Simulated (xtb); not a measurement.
C10H7N3, SMILES C12=NC=CC3=CC=CC(N31)=CC=N2. All values are semi-empirical tight-binding results from xtb (GFN2-xTB unless named), good for trends rather than for accurate numbers. Geometry: GFN2-xTB.

Optimised geometry:

Bond lengths (Å): C1–C2 1.380, C1–C12 1.380, C1–H14 1.079, C2–C3 1.400, C2–H15 1.077, C3–C4 1.412, C3–N13 1.373, C4–C5 1.370, C4–H16 1.076, C5–N6 1.326, C5–H17 1.082, N6–C7 1.318, C7–N8 1.318, C7–N13 1.419, N8–C9 1.326, C9–C10 1.370, C9–H18 1.082, C10–C11 1.412, C10–H19 1.076, C11–C12 1.400, C11–N13 1.373, C12–H20 1.077. Bond angles (°): C2–C1–C12 119.6, C2–C1–H14 120.2, C12–C1–H14 120.2, C1–C2–C3 120.3, C1–C2–H15 121.6, C3–C2–H15 118.2, C2–C3–C4 122.7, C2–C3–N13 119.5, C4–C3–N13 117.8, C3–C4–C5 118.6, C3–C4–H16 118.9, C5–C4–H16 122.5, C4–C5–N6 123.3, C4–C5–H17 121.6, N6–C5–H17 115.1, C5–N6–C7 119.7, N6–C7–N8 117.9, N6–C7–N13 121.1, N8–C7–N13 121.1, C7–N8–C9 119.7, N8–C9–C10 123.3, N8–C9–H18 115.1, C10–C9–H18 121.6, C9–C10–C11 118.6, C9–C10–H19 122.5, C11–C10–H19 118.9, C10–C11–C12 122.7, C10–C11–N13 117.8, C12–C11–N13 119.5, C1–C12–C11 120.3, C1–C12–H20 121.6, C11–C12–H20 118.2, C3–N13–C7 119.6, C3–N13–C11 120.9, C7–N13–C11 119.6.

Estimate the properties. (Estimate from the structure and the level; the computed values follow.)


The point group as xtb finds it is C2v. The orbital gap is 1.68 eV and the dipole moment comes out as 4.83 D. The zero-point energy is 92.1 kcal/mol and the G − E(el) at 298.15 K (modified RRHO) is 71.1 kcal/mol. The static polarisability (D4 model) is 125.5 bohr³, the solvation energy, GFN2-xTB/ALPB(water) comes out as -6.3 kcal/mol and the solvation energy, GFN2-xTB/ALPB(methanol) is -10.6 kcal/mol.

Give the IR lines (harmonic; lines under 4 % of the strongest left out, lines within 3 cm⁻¹ merged). (The exact figures need the calculation; the answer reports its results.)

ν (cm⁻¹): 1351 (w), 1561 (w), 1592 (vs) (against the strongest line: vs over 80 %, s over 45 %, m over 15 %, w over 4 %, vw less)

Computed atomic charges and the Wiberg bond orders between heavy atoms:
charges (e) C1 -0.01, C2 -0.07, C3 0.08, C4 -0.09, C5 0.07, N6 -0.26, C7 0.23, N8 -0.26, C9 0.07, C10 -0.09, C11 0.08, C12 -0.07, N13 0.01, H14 0.04, H15 0.04, H16 0.04, H17 0.05, H18 0.05, H19 0.04, H20 0.04. Bond orders C1–C2 1.44, C2–C3 1.31, C3–C4 1.26, C4–C5 1.49, C5–N6 1.37, N6–C7 1.36, C7–N8 1.36, N8–C9 1.37, C9–C10 1.49, C10–C11 1.26, C1–C12 1.44, C11–C12 1.31, C3–N13 1.19, C7–N13 1.06, C11–N13 1.19.
